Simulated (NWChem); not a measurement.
System: SnH3F; SMILES [F][SnH3]

Here is an NWChem input.

```
start job
memory heap 200 mb stack 900 mb global 1100 mb
geometry units angstroms noautosym nocenter noautoz
  Sn     0.000000     0.000000    -0.215010
  F      0.000000     0.000000     1.729381
  H      1.240475    -1.085494    -0.662021
  H      0.319828     1.617030    -0.662021
  H     -1.560303    -0.531536    -0.662021
end
basis spherical
  * library def2-svpd
end
ecp
  Sn library def2-ecp
end
dft
  xc xcamb88 1.00 lyp 0.81 vwn_5 0.19 hfexch 1.00
  cam 0.33 cam_alpha 0.19 cam_beta 0.46
  iterations 150
end
tddft
  cis
  nroots 6
  notriplet
end
task tddft energy
```

Output (shortened):

```
             Northwest Computational Chemistry Package (NWChem) 7.3.0
             --------------------------------------------------------

                             Geometry "geometry" -> ""
                             -------------------------

 Output coordinates in angstroms (scale by  1.889725989 to convert to a.u.)

  No.       Tag          Charge          X              Y              Z
 ---- ---------------- ---------- -------------- -------------- --------------
    1 Sn                  50.0000     0.00000000     0.00000000    -0.21501000
    2 F                    9.0000     0.00000000     0.00000000     1.72938100
    3 H                    1.0000     1.24047500    -1.08549400    -0.66202100
    4 H                    1.0000     0.31982800     1.61703000    -0.66202100
    5 H                    1.0000    -1.56030300    -0.53153600    -0.66202100

 Effective nuclear repulsion energy (a.u.)     174.4217610656

                                 NWChem DFT Module
                                 -----------------

 Summary of "ao basis" -> "ao basis" (spherical)
 ------------------------------------------------------------------------------
       Tag                 Description            Shells   Functions and Types
 ---------------- ------------------------------  ------  ---------------------
 Sn                        def2-svpd                12       32   5s4p3d
 F                         def2-svpd                 9       23   4s3p2d
 H                         def2-svpd                 4        8   2s2p

            General Information
            -------------------
          SCF calculation type: DFT
          Wavefunction type:  closed shell.
          No. of atoms     :     5
          No. of electrons :    34
           Alpha electrons :    17
            Beta electrons :    17
          Charge           :     0
          Spin multiplicity:     1
          Use of symmetry is: off; symmetry adaption is: off
          Maximum number of iterations: 150
          AO basis - number of functions:    79
                     number of shells:    33
          Convergence on energy requested:  1.00D-06
          Convergence on density requested:  1.00D-05
          Convergence on gradient requested:  5.00D-04

[...]

                                NWChem TDDFT Module
                                -------------------

            General Information
            -------------------
           No. of orbitals :     158
            Alpha orbitals :      79
             Beta orbitals :      79
        Alpha frozen cores :       0
         Beta frozen cores :       0
     Alpha frozen virtuals :       0
      Beta frozen virtuals :       0
         Spin multiplicity :       1
    Number of AO functions :      79
        Use of symmetry is : off
      Symmetry adaption is : off
         Schwarz screening :  0.10D-07

              XC Information
              --------------
              Hartree-Fock (Exact) Exchange   1.00
            CAM-Becke88 Exchange Functional   1.00
               VWN V Correlation Functional   0.19 local
       Lee-Yang-Parr Correlation Functional   0.81
           Alpha           :  0.19
           Beta            :  0.46
           Gamma           :  0.33

             TDDFT Information
             -----------------
          Calculation type : Tamm-Dancoff TDDFT
         Wavefunction type : Restricted singlets
          No. of electrons :      34
           Alpha electrons :      17
            Beta electrons :      17
              No. of roots :       6
          Max subspacesize :    5200
            Max iterations :     100
               Target root :       1
           Target symmetry : none
      Symmetry restriction : off
                 Algorithm : Optimal
        Davidson threshold :  0.10D-03

    6 smallest eigenvalue differences (eV)
--------------------------------------------------------
  No. Spin  Occ  Vir  Irrep   E(Occ)    E(Vir)   E(Diff)
--------------------------------------------------------
    1    1   17   18 a        -0.398    -0.001    10.802
    2    1   16   18 a        -0.398    -0.001    10.802
    3    1   17   19 a        -0.398     0.014    11.221
    4    1   16   19 a        -0.398     0.014    11.221
    5    1   17   20 a        -0.398     0.055    12.341
    6    1   16   20 a        -0.398     0.055    12.341
--------------------------------------------------------

  Entering Davidson iterations
  Restricted singlet excited states

  Iter   NTrls   NConv    DeltaV     DeltaE      Time
  ----  ------  ------  ---------  ---------  ---------
    1      6       0     0.69E-01   0.10+100        6.7
    2     12       0     0.41E-01   0.15E-01        6.7
    3     18       0     0.40E-01   0.69E-02        6.8
    4     24       0     0.48E-01   0.21E-01        6.6
    5     30       0     0.14E-01   0.40E-02        6.6
    6     36       0     0.32E-02   0.23E-03        6.5
    7     42       2     0.95E-03   0.11E-04        6.5
    8     46       4     0.29E-03   0.77E-06        5.7
    9     48       6     0.94E-04   0.58E-07        5.0
  ----  ------  ------  ---------  ---------  ---------
  Convergence criterion met

  Ground state a        -315.827897435723 a.u.

  ----------------------------------------------------------------------------
  Root   1 singlet a              0.261734752 a.u.                7.1222 eV
  ----------------------------------------------------------------------------
     Transition Moments    X  0.00245   Y -0.06544   Z -0.00000
     Dipole Oscillator Strength                    0.0007482844
     Electric Quadrupole                           0.0000001527
     Magnetic Dipole                               0.0000042835
     Total Oscillator Strength                     0.0007527207

[...]
```

Level: CAM-B3LYP/def2-SVPD with def2 effective core potentials on Sn, TDA. The geometry was optimised at PBE0/def2-SVP. No frequency run checked for a minimum. def2 effective core potentials on Sn; no spin-orbit coupling.
